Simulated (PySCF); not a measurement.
Si(H)2(I)(OH) (H₃IOSi), SMILES [SiH2](I)O. The structure is a stationary point at B3LYP-D3(BJ)/def2-SVP. The def2 effective core potentials stand for the cores of I; spin–orbit coupling is left out. One conformer was computed; it need not be the lowest.

Computed equilibrium geometry at B3LYP-D3(BJ)/def2-SVP (PySCF confirms it by a frequency run) as bond lengths and angles (one conformer of several):
Atoms: Si1 O2 I3 H4 H5 H6. Bonded distances (Å): Si1–O2 1.657, Si1–I3 2.479, Si1–H4 1.479, Si1–H5 1.487, O2–H6 0.965. Angles (°): O2–Si1–I3 111.3, O2–Si1–H4 106.6, O2–Si1–H5 112.7, I3–Si1–H4 108.4, I3–Si1–H5 105.6, H4–Si1–H5 112.3, Si1–O2–H6 118.0.
